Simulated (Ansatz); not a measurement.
`[F][Sn]([F])([Cl])[I]` → F• + `[F][Sn]([Cl])[I]`• at 400 K and 1 bar (homolysis of the F–Sn bond).

Computed with Ansatz on PBE0-D4/def2-TZVP structures; ΔE is electronic, products minus reactants. CCSD(T)/CBS is the MP2 limit (def2-TZVPP, def2-QZVPP) plus CCSD(T) − MP2 in def2-TZVPP, frozen cores. This one scheme is used for every species, atoms too. No spin–orbit coupling; open shells (•) take unrestricted orbitals. Spin–orbit coupling would lower the free atoms: a little for F. Elements past krypton have def2 core potentials. For I, Sn outer-core shells are correlated without core-valence functions, so the limit isn't a true one: a few kJ/mol of doubt a bond, and 10 to 20 or more in all where bonds break to atoms.

```csv
species,CCSD(T)/CBS energy (Eh),H − E (kJ/mol),S (J/(mol·K))
`[F][Sn]([F])([Cl])[I]`,-1170.98597,47.1,415.6
F•,-99.66871,8.3,166.6
`[F][Sn]([Cl])[I]`•,-1071.13853,35.2,392.8
```

H − E and S are ideal-gas, rigid-rotor, harmonic terms from PBE0-D4/def2-TZVP, for one conformer and one mirror image of each species, with the whole ground term of open shells counted as degenerate. 1 Eh = 2625.50 kJ/mol, R = 8.31446 J/(mol·K).

By hand: ΔE, ΔH, ΔS and ΔG.

ΔE = (-99.66871) + (-1071.13853) − (-1170.98597) = 0.17873 Eh = 469.3 kJ/mol. Δ(H − E) = 8.3 + 35.2 − 47.1 = -3.6, so ΔH = 465.7 kJ/mol. ΔS = 166.6 + 392.8 − 415.6 = 143.8 J/(mol·K). ΔG = 465.7 − 400 × (143.8)/1000 = 408.2 kJ/mol.

By hand: the equilibrium constant, and the temperature at which ΔG would vanish if ΔH and ΔS stayed fixed.

log₁₀ K = −ΔG/(RT ln 10) = -53.3. ΔG = 0 at ΔH/ΔS = 3239 K, far beyond where these terms or the molecules hold.

The number of gas molecules changes by +1, which sets the sign of ΔS. A doubt of 5 kJ/mol in ΔE shifts log₁₀ K by 0.7 here. Other conformers and mirror images would add mixing entropy, several J/(mol·K) or more a flexible species. These are equilibria of isolated gas molecules and say nothing of rates. Largest T1 diagnostic: 0.015 (customary marks: 0.02 for closed shells, 0.045 for open ones).
